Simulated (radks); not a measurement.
Question: Radial electron density D(r) = 4 pi r^2 rho(r) of an atom or ion with 45 electrons. All-electron calculation, scalar-relativistic Kohn-Sham, BLYP, spin-polarised, spherical densities, point nucleus. Program: a radial shooting solver on a logarithmic mesh with Libxc functionals.

```
   r/bohr * D(r) (the largest magnitude, 76.1, reaches the edge; | marks zero)
 0.003086 |     *
 0.003507 |       *
 0.004018 |        *
 0.004566 |          *
 0.005232 |             *
 0.005994 |               *
 0.006812 |                  *
 0.007805 |                      *
 0.008871 |                         *
  0.01016 |                             *
  0.01164 |                                *
  0.01323 |                                    *
  0.01516 |                                       *
  0.01723 |                                         *
  0.01974 |                                          *
  0.02262 |                                          *
  0.02571 |                                          *
  0.02945 |                                        *
  0.03347 |                                      *
  0.03835 |                                     *
  0.04359 |                                    *
  0.04994 |                                     *
  0.05721 |                                        *
  0.06502 |                                            *
   0.0745 |                                                 *
  0.08467 |                                                     *
    0.097 |                                                      *
   0.1111 |                                                    *
   0.1263 |                                                *
   0.1447 |                                          *
   0.1645 |                                      *
   0.1884 |                                    *
   0.2142 |                                     *
   0.2454 |                                         *
   0.2811 |                                           *
   0.3195 |                                          *
    0.366 |                                    *
    0.416 |                            *
   0.4766 |                   *
   0.5461 |             *
   0.6206 |           *
    0.711 |           *
   0.8081 |            *
   0.9259 |            *
    1.061 |           *
    1.206 |         *
    1.381 |      *
     1.57 |    *
    1.799 |  *
    2.044 | *
    2.342 |*
    2.683 *
     3.05 *
    3.494 *
    3.971 *
    4.549 *
```

What is the nuclear charge?

Answer: Z = 47. The innermost maximum, from 1s, lies near gamma/Z bohr with gamma = sqrt(1 - (Z/c)^2) = 0.939, here 0.02 bohr (found: 0.0219), and its height grows with Z. The density is that of the silver ion Ag2+ in [Ar] 3d10 4s2 4d10 4p(up 3, down 2); the configuration itself is not fixed sharply by these data, and Z only to a few units. D(r) has 4 maxima, at r = 0.0219, 0.0970, 0.288, 0.875 bohr, and minima at 0.0432, 0.188, 0.651 bohr, inside which lie 2.01, 11.17, 29.07 electrons.
